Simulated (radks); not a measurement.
Values are calculated unless marked as measured or tabulated.
Species: neutral oxygen. Configuration: [He] 2s2 2p(up 2.5, down 1.5) (fractional occupations, a model configuration). Code: a radial shooting solver on a logarithmic mesh with Libxc functionals. Model: non-relativistic Kohn-Sham, LDA (Slater exchange, Perdew-Wang correlation), spin-polarised, spherical densities, point nucleus. Some entries of the table are withheld. Estimate them.

orbital,occ.,eigenvalue (hartree),r(max) (bohr),<r> (bohr)
1s up,1,-18.76714,(1),0.2010
1s down,1,-18.74032,(2),0.2007
2s up,1,-0.89633,0.8723,(3)
2s down,1,-0.83990,0.8781,(4)
2p up,2.5,-0.36247,0.8075,(5)
2p down,1.5,-0.30837,0.8210,(6)

Answer. 
(1) 1s up r(max) (bohr): 0.1300
(2) 1s down r(max) (bohr): 0.1300
(3) 2s up <r> (bohr): 1.142
(4) 2s down <r> (bohr): 1.158
(5) 2p up <r> (bohr): 1.243
(6) 2p down <r> (bohr): 1.294
